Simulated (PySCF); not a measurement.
# Neon: a sound run and one with changed settings

Sound run: Ne⁺ [He] 2s2 2p5, Ne²⁺ [He] 2s2 2p4. Calculation: PySCF 2.14, in cc-pVDZ; no relativity, point nucleus. In the sound run the correlated levels freeze 1s2. The sound run starts from symmetry-adapted Hartree-Fock orbitals and uses a fine grid where one is needed.

A second run was set up differently.

```json
{"species": "Ne⁺", "method": "UHF", "sound run (hartree)": "-127.76598", "changed run (hartree)": "-126.06147", "converged": "yes"}
{"species": "Ne⁺", "method": "PBE", "sound run (hartree)": "-128.01388", "changed run (hartree)": "-126.23358", "converged": "yes"}
{"species": "Ne⁺", "method": "B3LYP", "sound run (hartree)": "-128.12601", "changed run (hartree)": "-126.34172", "converged": "yes"}
{"species": "Ne⁺", "method": "MP2", "sound run (hartree)": "-127.89985", "changed run (hartree)": "-126.06147", "converged": "yes"}
{"species": "Ne²⁺", "method": "UHF", "sound run (hartree)": "-126.31746", "changed run (hartree)": "-124.57400", "converged": "yes"}
{"species": "Ne²⁺", "method": "PBE", "sound run (hartree)": "-126.49765", "changed run (hartree)": "-124.69970", "converged": "yes"}
{"species": "Ne²⁺", "method": "B3LYP", "sound run (hartree)": "-126.60397", "changed run (hartree)": "-124.79969", "converged": "yes"}
{"species": "Ne²⁺", "method": "MP2", "sound run (hartree)": "-126.41129", "changed run (hartree)": "-124.57400", "converged": "yes"}
```

Ionisation energy of Ne⁺:

| method | sound run (eV) | changed run (eV) |
| --- | --- | --- |
| UHF | 39.416 | 40.476 |
| PBE | 41.259 | 41.739 |
| B3LYP | 41.417 | 41.961 |
| MP2 | 40.506 | 40.476 |
| SCS-MP2 | 40.457 | 40.476 |

(1) What was changed?
A. basis contracted for another Hamiltonian
B. minimal basis
C. radial grid too coarse
D. too few SCF iterations

Results:

(1) B. It used basis STO-3G. A minimal basis cannot let orbitals breathe on ionisation and holds almost no correlation.
